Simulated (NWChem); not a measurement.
System: C4H7N; SMILES C=C=CCN

```xyz
12

C     -0.4981    -2.1731     0.0000
C      0.2751    -1.1053     0.0000
C      1.0193    -0.0157     0.0000
C      0.4532     1.3998     0.0000
N     -0.9917     1.5439     0.0000
H     -0.8303    -2.6466    -0.9408
H     -0.8303    -2.6466     0.9408
H      2.1219    -0.1174     0.0000
H      0.8702     1.9389     0.8815
H      0.8702     1.9389    -0.8815
H     -1.3782     1.0454     0.8136
H     -1.3782     1.0454    -0.8136
```
Atoms are numbered in this order, from 1.

Results from NWChem. Geometry: optimised at PBE-D3(BJ)/def2-SVP. Total energies compare along this basis series because the functional is fixed.

| level | basis functions | energy (Ha) | highest occupied level (eV) | orbital gap (eV) | dipole (D) | relative time |
|---|---|---|---|---|---|---|
| B3LYP/def2-SVP | 105 | -211.1665 | -6.59 | 6.68 | 0.95 | 1 |
| B3LYP/def2-SVPD | 156 | -211.1840 | -6.94 | 6.70 | 1.07 | 3 |
| B3LYP/def2-TZVP | 197 | -211.4067 | -6.91 | 6.74 | 1.01 | 3 |
| B3LYP/def2-TZVPP | 253 | -211.4104 | -6.91 | 6.74 | 0.97 | 7 |

The last column is a rough cost ratio, cheapest run = 1.
